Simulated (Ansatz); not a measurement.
`C=CB(C)[SiH3]`, relaxed with RKS PBE-D4/def2-SVP in Ansatz 0.2.0 from a rough embedded geometry. The force threshold is 0.03 eV/Å; the program also tests the step.

Total charge 0; spin multiplicity 1.

Start:

```xyz
14

C    -1.630   -0.338   -1.553
C    -1.176    0.382   -0.613
B     0.133    0.012    0.164
C     1.080   -1.214   -0.167
Si    0.743    1.229    1.595
H    -1.138   -1.290   -1.933
H    -2.547   -0.079   -2.106
H    -1.677    1.296   -0.344
H     1.343   -1.172   -1.253
H     0.388   -2.142   -0.029
H     1.886   -1.299    0.483
H     0.971    2.605    1.012
H    -0.331    1.271    2.587
H     1.956    0.739    2.158
```

```csv
step,energy (eV),largest force (eV/Å),largest move (Å)
1,-11794.9184,4.695,0.000
2,-11795.4959,1.210,0.194
3,-11795.5104,0.495,0.110
4,-11795.5362,0.784,0.200
5,-11795.5641,0.329,0.200
6,-11795.5779,0.215,0.088
7,-11795.5815,0.320,0.100
8,-11795.5939,0.066,0.153
9 (rejected),-11795.5855,0.476,0.195
10 (rejected),-11795.5878,0.288,0.098
11,-11795.5970,0.041,0.049
12,-11795.5997,0.112,0.099
13,-11795.6007,0.072,0.034
14,-11795.6018,0.056,0.063
15,-11795.6025,0.070,0.043
16,-11795.6030,0.071,0.018
17,-11795.6033,0.057,0.041
18,-11795.6036,0.043,0.020
19,-11795.6038,0.047,0.013
20,-11795.6040,0.040,0.035
21,-11795.6042,0.078,0.086
22,-11795.6045,0.036,0.013
23,-11795.6048,0.018,0.027
24,-11795.6048,0.171,0.199
25,-11795.6050,0.117,0.040
26,-11795.6063,0.049,0.072
27,-11795.6069,0.056,0.021
28,-11795.6076,0.040,0.031
29,-11795.6076,0.019,0.014
```

End:

```xyz
14

C    -1.568   -0.213   -1.758
C    -1.270    0.231   -0.512
B     0.095   -0.061    0.181
C     1.005   -1.283   -0.203
Si    0.716    1.231    1.631
H    -0.881   -0.877   -2.311
H    -2.489    0.080   -2.292
H    -2.002    0.911   -0.038
H     0.722   -1.832   -1.124
H     0.924   -2.007    0.643
H     2.085   -1.028   -0.241
H     1.246    2.491    0.980
H    -0.410    1.667    2.541
H     1.825    0.692    2.502
```

It took 38 s on 4 threads of an Arm Neoverse V1 on a shared host, with 0.16 GiB of host memory at the peak.
